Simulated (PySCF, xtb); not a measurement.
C₃H₇NOSi, SMILES O1[SiH2]NCC=C1.

GFN2-xTB run with xtb at its own geometry gives an orbital gap of 4.64 eV and a dipole moment of 1.83 D.

The structure is a stationary point at ωB97X-D3(BJ)/def2-SVP. The structure was generated by enumeration, and PubChem lists no compound with its InChIKey, so it may never have been made. One conformer was computed; it need not be the lowest.

### Question
What does PySCF with PBE/def2-TZVP give? (Estimate from the structure and the level; the computed values follow.)

### Answer
gap 4.76 eV (levels -5.21 and -0.45 eV), dipole 1.87 D.
